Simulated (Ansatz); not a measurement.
Consider the isomerisation: `C[SiH](O)O[SiH2]O` → `CO[SiH](O)[SiH2]O`.

Program: Ansatz. Geometries: PBE0-D4/def2-TZVP. ΔE: electronic, gas phase. CBS: MP2 limit from def2 TZ/QZ plus the TZ coupled-cluster correction, frozen cores. DFT in def2-TZVPP. B3LYP here is the variant with VWN-RPA as its local correlation; programs differ in this. Each species was taken in one conformer, which may not be the lowest.

`C[SiH](O)O[SiH2]O`:

Cartesian coordinates in Å:
```
C 1.670 1.711 0.598
Si 0.396 0.393 0.812
O -1.079 1.115 0.833
O 0.471 -0.684 -0.435
Si -0.646 -1.412 -1.370
O -2.081 -1.534 -0.559
H 1.498 2.265 -0.328
H 2.671 1.276 0.560
H 1.634 2.417 1.432
H 0.614 -0.391 2.056
H -1.839 0.532 0.750
H -0.925 -0.589 -2.565
H -0.146 -2.763 -1.725
H -2.238 -2.337 -0.059
```

`CO[SiH](O)[SiH2]O`:

```xyz
14

C    -1.881   -0.609   -0.936
O    -0.523   -0.538   -1.313
Si    0.717   -0.733   -0.254
O     2.103   -0.961   -1.101
Si    1.071    1.195    1.033
O    -0.429    1.558    1.648
H    -2.170    0.256   -0.332
H    -2.485   -0.623   -1.844
H    -2.091   -1.520   -0.363
H     0.390   -1.924    0.591
H     2.145   -1.712   -1.696
H     2.054    0.968    2.135
H     1.598    2.322    0.210
H    -0.499    2.321    2.224
```

```
             level  ΔE (eV)
           ωB97X-V     2.61
           ωB97M-V     2.75
               PBE     2.40
             B3LYP     2.59
SCS-MP2/def2-TZVPP     2.77
     HF/def2-QZVPP     2.78
      HF/CBS(def2)     2.78
     MP2/CBS(def2)     2.86
```

Task: What does CCSD(T)/CBS give? (Estimate.)

Result: The calculation gave: +2.73 eV. The listed levels differ from it by -0.12, 0.02, -0.33, -0.14, 0.04, 0.05, 0.05, 0.13 eV.

Largest T1 diagnostic among the species: 0.012.

From PBE to PBE0 (25 % exact exchange), in def2-TZVPP and without D4, ΔE moves by +0.12 eV.
